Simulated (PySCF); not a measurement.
C4H7BO, SMILES C1(=C)OB(C)C1.

Geometry optimised at B3LYP-D3(BJ)/def2-SVP. The structure was generated by enumeration, and PubChem lists no compound with its InChIKey, so it may never have been made.

Method: PBE/def2-TZVP (PySCF).

Symmetry labels are those of the subgroup Cs that the program uses (full group Cs).

**Question.** List the valence orbital energies around the gap with their symmetry. (An estimate is asked for; the answer gives what the named calculation found.)

**Answer.** 
```
orbital  symmetry  energy (eV)
-------  --------  -----------
HOMO−7         A'       -10.26
HOMO−6         A'        -9.91
HOMO−5         A"        -9.77
HOMO−4         A'        -8.92
HOMO−3         A"        -8.88
HOMO−2         A'        -7.95
HOMO−1         A'        -7.12
HOMO           A"        -5.89
LUMO           A"        -0.97
LUMO+1         A"        -0.44
LUMO+2         A'         0.14
LUMO+3         A'         1.19
```
